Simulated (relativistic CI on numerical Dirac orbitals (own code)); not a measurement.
## Slater and spin-orbit integrals, Sn²⁶⁺

Method of calculation: Dirac-Coulomb-Breit CI, KLI orbitals optimised for each configuration, model QED (radiative potential, 1s self-energy scaled to tabulated hydrogen-like ionisation energies), unscaled Slater integrals (own radial code, finite nucleus).

Slater integrals F^k, G^k are unscaled and averaged over j, outside the closed core [Ne]; ζ comes from projecting the Hamiltonian with its Breit term on Σ l·s of the shell.

- 3s2 3p6 3d6: F^2(3d,3d) = 350840, F^4(3d,3d) = 225660, ζ(3d) = 31600 cm⁻¹; <r>(3d) = 0.2884, <r^2>(3d) = 0.09714 (bohr units).
- 3s2 3p5 3d7: ζ(3p) = 252900, F^2(3d,3d) = 349990, F^4(3d,3d) = 225090, F^2(3p,3d) = 311790, G^1(3p,3d) = 343920, G^3(3p,3d) = 226010, ζ(3d) = 31171 cm⁻¹; <r>(3p) = 0.3185, <r^2>(3p) = 0.1172, <r>(3d) = 0.2891, <r^2>(3d) = 0.09757 (bohr units).
- 3s2 3p4 3d8: F^2(3p,3p) = 311530, ζ(3p) = 252690, F^2(3d,3d) = 349130, F^4(3d,3d) = 224510, F^2(3p,3d) = 311370, G^1(3p,3d) = 343840, G^3(3p,3d) = 225840, ζ(3d) = 30746 cm⁻¹; <r>(3p) = 0.3189, <r^2>(3p) = 0.1175, <r>(3d) = 0.2897, <r^2>(3d) = 0.098 (bohr units).

(1) Give the Racah parameters of the d shell in 3s2 3p6 3d6.

Averages of the first 10 configurations, taken without configuration mixing, which lowers the lowest level and can move excited configurations by several eV; other configurations of the list can lie among them:

| Configuration | Parity | States | Average energy above the lowest level (eV) |
| --- | --- | --- | --- |
| 3s2 3p6 3d6 | even | 210 | 26.0 |
| 3s2 3p5 3d7 | odd | 720 | 246.4 |
| 3s2 3p4 3d8 | even | 675 | 471.6 |
| 3s 3p6 3d7 | even | 240 | 403.0 |
| 3p6 3d8 | even | 45 | 786.3 |
| 3s 3p5 3d8 | odd | 540 | 622.2 |
| 3s2 3p6 3d5 4s | even | 504 | 597.9 |
| 3s2 3p6 3d5 4p | odd | 1512 | 653.8 |
| 3s2 3p6 3d5 4d | even | 2520 | 733.0 |
| 3s2 3p4 3d7 4s | even | 3600 | 1032.8 |

Results:

(1) B = F²/49 − 5F⁴/441 = 4601 cm⁻¹ and C = 35F⁴/441 = 17910 cm⁻¹.
